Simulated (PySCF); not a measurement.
## Stationary points of SeO₂

Method: PBE/[Se def2-TZVP, O def2-TZVP], no relativity, density fitting, PySCF.

Relaxations began from a few typed shapes. The search is not exhaustive: other isomers or separated fragments can lie lower, and high-lying points may rest on an excited occupation.

(1) Which is the lowest minimum found?
A. singlet D∞h: Se–O 1.695 Å (×2); O–Se–O 180.0°
B. singlet C2v: Se–O 1.632 Å (×2); O–Se–O 114.0°

Answers

(1) B. The others lie at 226.0 (singlet D∞h, a saddle point) kJ/mol above it.

Counting electrons, selenium keeps 2 of its valence electrons outside its bonds, so the VSEPR class is AX2E1 and the expected shape is bent (C2v), as computed.
